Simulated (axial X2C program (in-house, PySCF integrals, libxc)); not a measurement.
CsH: a run with one poor setting

All values were computed with an in-house all-electron X2C program for linear molecules (integrals from PySCF). Spin-free means the one-electron spin-free X2C Hamiltonian. Basis: Cs dyall-v3z [15s15p9d2f], H dyall-v3z [6s2p1d] (cores contracted in-house); Gaussian nuclei, density fitting, unrestricted open shells. Masses: Cs 132.905 u, H 1.008 u.

One setting of this run was spoiled on purpose, so its numbers are not properties of CsH. Level: HF, without spin–orbit coupling; state M_S = 0, Λ = 0 (closed shell).

| R (Å) | E − E(lowest point) (eV) | SCF iterations |
| --- | --- | --- |
| 2.157 | 0.3680 | 10 |
| 2.256 | 0.1998 | 9 |
| 2.330 | 0.1128 | 9 |
| 2.405 | 0.0535 | 9 |
| 2.479 | 0.0175 | 10 |
| 2.566 | 0.0000 | 9 |
| 2.652 | 0.0040 | 8 |
| 2.764 | 0.0342 | 9 |
| 2.900 | 0.0995 | 9 |
| 3.099 | 0.2315 | 9 |

Fit: Re 2.591 Å, ωe 854.0 cm⁻¹, residual 0.00026 microhartree, De 0.90 eV.

Output at the reference distance:

```
spin-free X2C-1e  HF
basis functions 136  fitting functions 691  grid points 5071
iter        total energy     max residual
   1      -7783.649190432     4.09e-01
   2      -7783.665809567     6.41e-03
   3      -7783.666261402     9.70e-03
   4      -7783.666326104     1.85e-03
   5      -7783.666331535     4.25e-04
   6      -7783.666331944     1.42e-04
   7      -7783.666331984     1.25e-05
   8      -7783.666331992     6.93e-06
   9      -7783.666331994     3.26e-06
  10      -7783.666331994     4.28e-07
converged
one-electron -10668.05733337  Coulomb 3064.45943387  exact exchange -191.80895149  xc functional 0.00000000  nuclear repulsion 11.74051900
```

Task: Which setting was spoiled?
A. an excited determinant was followed
B. virtual space cut too low
C. integration grid too coarse
D. density fitting set too sparse
E. too few iterations allowed

Result: E. Too few iterations allowed: 5 iterations an attempt, two attempts.
